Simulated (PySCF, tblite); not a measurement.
C3H9ClP2Si.
Z-matrix (Å and degrees, GFN2-xTB geometry), rows numbered from 1:
```
C 
C   1  1.3222
C   2  1.4878  1  123.87
Si  3  1.9332  2  108.95  1   -93.82
P   4  2.2701  3  114.28  2   170.81
P   4  2.2683  3  104.47  2    49.30
Cl  4  2.0448  3  107.34  2   -71.61
H   1  1.0780  2  121.57  3    -3.18
H   1  1.0761  2  121.98  3   178.16
H   2  1.0816  1  120.48  3  -176.84
H   3  1.0894  2  110.76  1   145.18
H   3  1.0900  2  110.14  1    25.24
H   5  1.3847  4   93.22  3   -67.85
H   5  1.3844  4   94.24  3    24.91
H   6  1.3837  4   94.36  3   -91.62
H   6  1.3858  4   94.19  3   175.48
```

Computed with PBE0/def2-SVPD in PySCF (dipole) on a GFN2-xTB geometry, gas phase.

Masses are those of the commonest isotopes; rigid-rotor values at the optimised geometry. The values belong to one conformer with, in the numbering `[CH2:1]=[CH:2][CH2:3][Si:4]([PH2:5])([PH2:6])[Cl:7]`, C1–C2–C3–Si4 -94°, C2–C3–Si4–P5 171°, C3–Si4–P5–H -68° and 25°, C3–Si4–P6–H -92° and 175°.

**Question.** Give the principal moments of inertia and the rotational constants in MHz.

**Answer.** Ia = 382.32, Ib = 605.83, Ic = 666.64 u·Å²; 505379 MHz·u·Å²/I gives A = 1322, B = 834.2, C = 758.1 MHz.

**Question.** What kind of rotor is it?

**Answer.** An asymmetric top: κ = (2 × 834.2 − 1322 − 758.1)/(1322 − 758.1) = -0.73.

**Question.** Is it planar, by Δ = Ic − Ia − Ib?

**Answer.** Not planar: Δ = Ic − Ia − Ib = -321.51 u·Å². For a rigid frame Δ = −2 Σ m c², so Σ m c² = 160.75 u·Å² lies off the ab plane: 24.90 from hydrogen and 135.85 from heavier atoms. The atom farthest from that plane is 2.12 Å away.

**Question.** Give the coordinates in the principal-axis frame, origin at the centre of mass.

**Answer.** The sense of each axis is arbitrary; atoms in the order of the calculation.
```csv
atom,mass (u),a (Å),b (Å),c (Å)
C1,12.000,3.215,0.167,-0.655
C2,12.000,2.258,-0.722,-0.858
C3,12.000,0.945,-0.399,-1.479
Si4,27.977,-0.333,-0.015,-0.080
P5,30.974,-2.309,0.820,-0.824
P6,30.974,0.726,1.477,1.261
Cl7,34.969,-0.771,-1.783,0.848
H8,1.008,3.114,1.190,-0.979
H9,1.008,4.143,-0.094,-0.177
H10,1.008,2.378,-1.744,-0.525
H11,1.008,0.590,-1.230,-2.087
H12,1.008,1.037,0.480,-2.117
H13,1.008,-1.738,2.011,-1.242
H14,1.008,-2.193,0.253,-2.081
H15,1.008,1.254,0.509,2.098
H16,1.008,-0.373,1.674,2.081
```

**Question.** Predict some low-J microwave lines.

**Answer.** The dipole components are |μa| = 0.73 D, |μb| = 0.49 D, |μc| = 1.08 D. The squared components, which scale the intensities, stand as 0.46 : 0.20 : 1.00 (a : b : c). Some lines, for components of 0.1 D or more:

```json
{"type": "c", "branch": "Q", "J(Ka,Kc)": "3(1,3) ← 3(0,3)", "MHz": "333", "lower level (cm⁻¹)": "0.317"}
{"type": "a", "branch": "Q", "J(Ka,Kc)": "3(1,2) ← 3(1,3)", "MHz": "456", "lower level (cm⁻¹)": "0.328"}
{"type": "c", "branch": "Q", "J(Ka,Kc)": "1(1,1) ← 1(0,1)", "MHz": "488", "lower level (cm⁻¹)": "0.053"}
{"type": "b", "branch": "Q", "J(Ka,Kc)": "3(1,2) ← 3(0,3)", "MHz": "789", "lower level (cm⁻¹)": "0.317"}
{"type": "b", "branch": "Q", "J(Ka,Kc)": "3(2,1) ← 3(1,2)", "MHz": "1395", "lower level (cm⁻¹)": "0.344"}
{"type": "c", "branch": "Q", "J(Ka,Kc)": "2(2,1) ← 2(1,1)", "MHz": "1463", "lower level (cm⁻¹)": "0.181"}
{"type": "a", "branch": "R", "J(Ka,Kc)": "1(0,1) ← 0(0,0)", "MHz": "1592", "lower level (cm⁻¹)": "0.000"}
{"type": "b", "branch": "Q", "J(Ka,Kc)": "3(2,2) ← 3(1,3)", "MHz": "1810", "lower level (cm⁻¹)": "0.328"}
{"type": "b", "branch": "R", "J(Ka,Kc)": "1(1,1) ← 0(0,0)", "MHz": "2080", "lower level (cm⁻¹)": "0.000"}
{"type": "c", "branch": "R", "J(Ka,Kc)": "1(1,0) ← 0(0,0)", "MHz": "2156", "lower level (cm⁻¹)": "0.000"}
{"type": "b", "branch": "Q", "J(Ka,Kc)": "3(3,1) ← 3(2,2)", "MHz": "2634", "lower level (cm⁻¹)": "0.389"}
{"type": "a", "branch": "R", "J(Ka,Kc)": "2(1,1) ← 1(1,0)", "MHz": "3261", "lower level (cm⁻¹)": "0.072"}
{"type": "b", "branch": "R", "J(Ka,Kc)": "2(1,2) ← 1(0,1)", "MHz": "3596", "lower level (cm⁻¹)": "0.053"}
{"type": "a", "branch": "R", "J(Ka,Kc)": "3(1,3) ← 2(1,2)", "MHz": "4658", "lower level (cm⁻¹)": "0.173"}
{"type": "b", "branch": "R", "J(Ka,Kc)": "2(2,1) ← 1(1,0)", "MHz": "4724", "lower level (cm⁻¹)": "0.072"}
{"type": "c", "branch": "R", "J(Ka,Kc)": "2(2,0) ← 1(1,0)", "MHz": "4732", "lower level (cm⁻¹)": "0.072"}
{"type": "a", "branch": "R", "J(Ka,Kc)": "3(0,3) ← 2(0,2)", "MHz": "4745", "lower level (cm⁻¹)": "0.159"}
{"type": "a", "branch": "R", "J(Ka,Kc)": "3(2,2) ← 2(2,1)", "MHz": "4777", "lower level (cm⁻¹)": "0.229"}
{"type": "c", "branch": "R", "J(Ka,Kc)": "2(2,1) ← 1(1,1)", "MHz": "4800", "lower level (cm⁻¹)": "0.069"}
{"type": "b", "branch": "R", "J(Ka,Kc)": "2(2,0) ← 1(1,1)", "MHz": "4808", "lower level (cm⁻¹)": "0.069"}
{"type": "a", "branch": "R", "J(Ka,Kc)": "3(2,1) ← 2(2,0)", "MHz": "4809", "lower level (cm⁻¹)": "0.230"}
{"type": "a", "branch": "R", "J(Ka,Kc)": "3(1,2) ← 2(1,1)", "MHz": "4886", "lower level (cm⁻¹)": "0.181"}
{"type": "b", "branch": "R", "J(Ka,Kc)": "3(2,2) ← 2(1,1)", "MHz": "6240", "lower level (cm⁻¹)": "0.181"}
{"type": "c", "branch": "R", "J(Ka,Kc)": "3(2,1) ← 2(1,1)", "MHz": "6280", "lower level (cm⁻¹)": "0.181"}
{"type": "c", "branch": "R", "J(Ka,Kc)": "3(2,2) ← 2(1,2)", "MHz": "6468", "lower level (cm⁻¹)": "0.173"}
{"type": "c", "branch": "R", "J(Ka,Kc)": "3(3,0) ← 2(2,0)", "MHz": "7403", "lower level (cm⁻¹)": "0.230"}
{"type": "c", "branch": "R", "J(Ka,Kc)": "3(3,1) ← 2(2,1)", "MHz": "7410", "lower level (cm⁻¹)": "0.229"}
{"type": "b", "branch": "R", "J(Ka,Kc)": "3(3,0) ← 2(2,1)", "MHz": "7411", "lower level (cm⁻¹)": "0.229"}
```

Its GFN2-xTB frequencies are all real (lowest 27 cm⁻¹). Constants of a rigid frame at the computed geometry: no zero-point averaging, no centrifugal distortion. Quadrupole hyperfine structure (35Cl) is left out.
